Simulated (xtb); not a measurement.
O3S, charge -1, doublet, from a rough starting geometry (a state made from the parent by changing its charge; the spin is typed, not shown lowest); GFN2-xTB in xtb.

The xtb input:
```
$ xtb mol.xyz --gfn 2 --chrg -1 --uhf 1 --opt vtight --json

# file mol.xyz
4

O     -0.70614663    -1.26785093    -0.03585933
S     -0.01274476    -0.01135703     0.05218720
O     -0.68703034     1.20878942     0.01021623
O      1.47940937     0.04441078     0.06190222
```

Output, abridged:

```
   ID    Z sym.   atoms
    1    8 O      1, 3, 4
    2   16 S      2

           -------------------------------------------------
          |                Calculation Setup                |
           -------------------------------------------------

           -------------------------------------------------
          |                 G F N 2 - x T B                 |
           -------------------------------------------------

          ...................................................
          :                      SETUP                      :
          :.................................................:
          :  # basis functions                  22          :
          :  # atomic orbitals                  21          :
          :  # shells                            9          :
          :  # electrons                        25          :
          :  max. iterations                   250          :
          :  Hamiltonian                  GFN2-xTB          :
          :  restarted?                      false          :
          :  GBSA solvation                  false          :
          :  PC potential                    false          :
          :  electronic temp.          300.0000000     K    :
          :  accuracy                    1.0000000          :
          :  -> integral cutoff          0.2500000E+02      :
          :  -> integral neglect         0.1000000E-07      :
          :  -> SCF convergence          0.1000000E-05 Eh   :
          :  -> wf. convergence          0.1000000E-03 e    :
          :  Broyden damping             0.4000000          :
          :  net charge                         -1          :
          :  unpaired electrons                  1          :
          ...................................................

 iter      E             dE          RMSdq      gap      omega  full diag
   1    -15.6467064 -0.156467E+02  0.113E+01    1.21       0.0  T
   2    -15.6563545 -0.964813E-02  0.650E+00    1.31       1.0  T
   3    -15.6592298 -0.287527E-02  0.146E+00    1.66       1.0  T
   4    -15.6598577 -0.627896E-03  0.685E-01    1.79       1.0  T
   5    -15.6600797 -0.222012E-03  0.401E-01    1.88       1.0  T
   6    -15.6601586 -0.788959E-04  0.113E-01    1.96       1.0  T
   7    -15.6601622 -0.360576E-05  0.338E-02    1.99       1.5  T
   8    -15.6601627 -0.478571E-06  0.138E-02    1.98       3.6  T
   9    -15.6601628 -0.898140E-07  0.236E-03    1.98      21.2  T
  10    -15.6601628 -0.579533E-09  0.907E-04    1.98      55.1  T
  11    -15.6601628 -0.360673E-09  0.511E-04    1.98      97.9  T

   *** convergence criteria satisfied after 11 iterations ***

         :::::::::::::::::::::::::::::::::::::::::::::::::::::
         ::                     SUMMARY                     ::
         :::::::::::::::::::::::::::::::::::::::::::::::::::::
         :: total energy             -15.591828728440 Eh    ::
         :: gradient norm              0.178962513820 Eh/a0 ::
         :: HOMO-LUMO gap              1.976314321508 eV    ::
         ::.................................................::
         :: SCC energy               -15.660162733669 Eh    ::
         :: -> isotropic ES            0.200035639512 Eh    ::
         :: -> anisotropic ES         -0.005007102221 Eh    ::
         :: -> anisotropic XC         -0.005487127412 Eh    ::
         :: -> dispersion             -0.002529793905 Eh    ::
         :: repulsion energy           0.068334005229 Eh    ::
         :: add. restraining           0.000000000000 Eh    ::
         :: total charge              -1.000000000000 e     ::
         :::::::::::::::::::::::::::::::::::::::::::::::::::::

      -----------------------------------------------------------
     |                   =====================                   |
     |                        A N C O P T                        |
     |                   =====================                   |
[...]
 * total energy  :   -15.6287825 Eh     change       -0.3695374E-01 Eh
 * total energy  :   -15.6400489 Eh     change       -0.1126648E-01 Eh
 * total energy  :   -15.6441901 Eh     change       -0.4141112E-02 Eh
 * total energy  :   -15.6448439 Eh     change       -0.6538793E-03 Eh
 * total energy  :   -15.6452394 Eh     change       -0.3954565E-03 Eh
 * total energy  :   -15.6453075 Eh     change       -0.6811870E-04 Eh
 * total energy  :   -15.6453324 Eh     change       -0.2492659E-04 Eh
 * total energy  :   -15.6453447 Eh     change       -0.1223927E-04 Eh
 * total energy  :   -15.6453523 Eh     change       -0.7608550E-05 Eh
 * total energy  :   -15.6453557 Eh     change       -0.3385991E-05 Eh
 * total energy  :   -15.6453562 Eh     change       -0.5043842E-06 Eh
 * total energy  :   -15.6453562 Eh     change       -0.5939433E-07 Eh
   *** GEOMETRY OPTIMIZATION CONVERGED AFTER 13 ITERATIONS ***
         :: total energy             -15.645356233526 Eh    ::
[...]
           -------------------------------------------------

    * Orbital Energies and Occupations

         #    Occupation            Energy/Eh            Energy/eV
      -------------------------------------------------------------
         1        2.0000           -0.5562917             -15.1375
         2        2.0000           -0.4598526             -12.5132
         3        2.0000           -0.4598230             -12.5124
         4        2.0000           -0.4122423             -11.2177
         5        2.0000           -0.3205172              -8.7217
         6        2.0000           -0.3205100              -8.7215
         7        2.0000           -0.3111194              -8.4660
         8        2.0000           -0.2467745              -6.7151
         9        2.0000           -0.2467577              -6.7146
        10        2.0000           -0.2271036              -6.1798
        11        2.0000           -0.2270751              -6.1790
        12        2.0000           -0.2156698              -5.8687
        13        1.0000           -0.1490428              -4.0557 (HOMO)
        14                          0.1266322               3.4458 (LUMO)
        15                          0.1503439               4.0911
        16                          0.1504547               4.0941
        17                          0.3799830              10.3399
        18                          0.3801155              10.3435
        19                          0.5262328              14.3195
        20                          1.2087336              32.8913
        21                          1.2091304              32.9021
      -------------------------------------------------------------
                  HL-Gap            0.2756750 Eh            7.5015 eV
             Fermi-level           -0.0967808 Eh           -2.6335 eV

     #   Z          covCN         q      C6AA      α(0)
     1   8 O        0.859    -0.612    26.408     6.890
     2  16 S        2.578     0.835   111.509    17.773
     3   8 O        0.859    -0.612    26.410     6.890
     4   8 O        0.859    -0.612    26.411     6.890

 Mol. C6AA /au·bohr⁶  :        665.655757
 Mol. C8AA /au·bohr⁸  :      20210.094461
 Mol. α(0) /au        :         38.443184

Wiberg/Mayer (AO) data.
largest (>0.10) Wiberg bond orders for each atom

 ---------------------------------------------------------------------------
     #   Z sym  total        # sym  WBO       # sym  WBO       # sym  WBO
 ---------------------------------------------------------------------------
     1   8 O    1.848 --     2 S    1.558     3 O    0.145     4 O    0.145
     2  16 S    4.673 --     1 O    1.558     3 O    1.558     4 O    1.558
     3   8 O    1.848 --     2 S    1.558     4 O    0.145     1 O    0.145
     4   8 O    1.848 --     2 S    1.558     3 O    0.145     1 O    0.145
 ---------------------------------------------------------------------------

Topologies differ in total number of bonds
Writing topology from bond orders to xtbtopo.mol

molecular dipole:
                 x           y           z       tot (Debye)
 q only:       -0.067      -0.003       0.791
   full:       -0.058       0.001       0.559       1.428
molecular quadrupole (traceless):
                xx          xy          yy          xz          yz          zz
 q only:       -3.505       0.010      -3.512      -0.354      -0.211       7.017
  q+dip:       -3.993       0.012      -4.003      -0.422      -0.235       7.997
   full:       -4.039       0.012      -4.049      -0.427      -0.238       8.088

optimized geometry written to: xtbopt.xyz

           -------------------------------------------------
          | TOTAL ENERGY              -15.645356233526 Eh   |
          | GRADIENT NORM               0.000168342479 Eh/α |
          | HOMO-LUMO GAP               7.501499132386 eV   |
           -------------------------------------------------

normal termination of xtb
```
